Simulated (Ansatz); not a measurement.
C$_{3}$H$_{10}$AlN. Charge 0, multiplicity 1. The bonds changed during the relaxation, so this is another structure than the one it started from.

```xyz
15

C    -1.545    1.534   -0.380
Al   -0.660   -0.162   -0.846
C     1.344   -0.227   -0.758
C     1.250   -0.476    0.744
N    -0.117   -1.064    0.943
H    -2.547    1.375    0.034
H    -1.672    2.167   -1.265
H    -0.977    2.124    0.348
H    -1.464   -1.248   -1.711
H     1.941    0.652   -0.998
H     1.782   -1.085   -1.276
H     1.264    0.468    1.292
H     2.017   -1.124    1.184
H    -0.093   -2.073    0.840
H    -0.522   -0.859    1.849
```

(1) Give the diagnostics of a CCSD(T)/def2-TZVPP run (frozen core, Ansatz). (An estimate is asked.)

## Answers

(1) Ansatz gave: T1 = 0.0091, largest single amplitude 0.007, largest double 0.016, (T) share of the correlation energy 3.7 %, 8 CCSD cycles. The RHF solution is stable towards an unrestricted one. T1 lies under the customary mark of 0.02 for closed shells.
